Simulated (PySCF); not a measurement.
# Shapes and spin states of IrS2

All numbers come from B3LYP in PySCF with Ir def2-SVP with ECP60, S def2-SVP; scalar-relativistic core potentials, no spin–orbit coupling; density-fitted integrals.

Relaxations began from a few typed shapes and spin states; open shells are unrestricted. The search is not exhaustive: other isomers or separated fragments can lie lower, and high-lying points may rest on an excited occupation.

Order these stationary points by electronic energy, lowest first, in kJ/mol from the lowest minimum.
A. sextet C2v: Ir–S 2.265 Å (×2); S–Ir–S 153.1°
B. doublet C2v: Ir–S 2.247 Å (×2), S–S 2.064 Å; Ir–S–S 62.7° (×2), S–Ir–S 54.7°
C. quartet C2v: Ir–S 2.177 Å (×2); S–Ir–S 74.9°
D. quartet C2v: Ir–S 2.109 Å (×2); S–Ir–S 111.7°
E. doublet (⟨S²⟩ 1.06) C2v: Ir–S 2.083 Å (×2); S–Ir–S 124.8°
F. sextet C2v: Ir–S 2.221 Å (×2); S–Ir–S 131.5°
G. quartet C2v: Ir–S 2.144 Å (×2); S–Ir–S 137.5°
H. doublet D∞h: Ir–S 2.111 Å (×2); S–Ir–S 180.0°

E (0.0), D (10.9), H (46.4), G (94.8), B (104.0), C (121.1), F (138.1), A (173.8).

Which of them are minima?

By energy in kJ/mol, 0.0: minimum; 10.9: minimum; 46.4: saddle point, 2 imaginary modes; 94.8: minimum; 104.0: minimum; 121.1: minimum; 138.1: minimum; 173.8: minimum.

For the lowest minimum: the determinant is spin-contaminated (⟨S²⟩ = 1.06, pure value 0.75). The spin densities have lower symmetry than the nuclear frame. Open d and f shells are described by one determinant, and the ground state may have another occupation or spin. No spin–orbit coupling is included, which matters more the heavier the element.
